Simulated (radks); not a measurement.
Effect of the nuclear size on neutral ruthenium, [Kr] 4d7 5s1. Calculated with a radial shooting solver on a logarithmic mesh with Libxc functionals: Dirac Kohn-Sham, relativistic LDA (MacDonald-Vosko exchange, VWN5 correlation), spin-unpolarised, spherical densities, finite nucleus; open shells are shared between the two j in proportion to 2j + 1; Fermi nuclear charge, rms radius 4.4809 fm. The rms radius is varied about that value; shifts are against it.

rms radius (fm),total energy shift (eV),density at nucleus (e/bohr^3),1s1/2 shift (meV),2s1/2 shift (meV),3p1/2 shift (meV),4s1/2 shift (meV),4p1/2 shift (meV),5s1/2 shift (meV)
3.6161,-0.675,1.117e+05,-283,-30.9,0.390,-0.986,0.073,-0.063
4.2882,-0.161,1.094e+05,-67.7,-7.38,0.093,-0.236,0.017,-0.015
4.4809,0,1.089e+05,0.000,0.000,0.000,0.000,0.000,0.000
4.92,0.391,1.077e+05,164,17.9,-0.226,0.571,-0.042,0.036
5.5966,1.06,1.06e+05,443,48.3,-0.611,1.54,-0.114,0.098

Slopes of the eigenvalues against <r^2> in GHz/fm^2, as finite differences over the two radii next to the reference (eigenvalue slopes, not the field-shift constants of lines): 1s1/2 9640, 2s1/2 1050, 3p1/2 -13.3, 4s1/2 33.5, 4p1/2 -2.47, 5s1/2 2.13.
